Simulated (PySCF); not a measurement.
SiBrF₃, SMILES [Si](F)(Br)(F)F. Geometry optimised at PBE-D3(BJ)/def2-SVP.

Task: Give the equilibrium geometry at PBE-D3(BJ)/def2-SVP (PySCF confirms it by a frequency run) as bond lengths and angles, and its point group. (The exact figures need the calculation; the answer reports its results.)

Result: point group C3v.
Atoms: F1 Si2 F3 F4 Br5. Bonds (Å): F1–Si2 1.610, Si2–F3 1.610, Si2–F4 1.610, Si2–Br5 2.183. Angles (°): F1–Si2–F3 108.2, F1–Si2–F4 108.2, F1–Si2–Br5 110.7, F3–Si2–F4 108.2, F3–Si2–Br5 110.7, F4–Si2–Br5 110.7.
Charge 0, spin multiplicity 1.
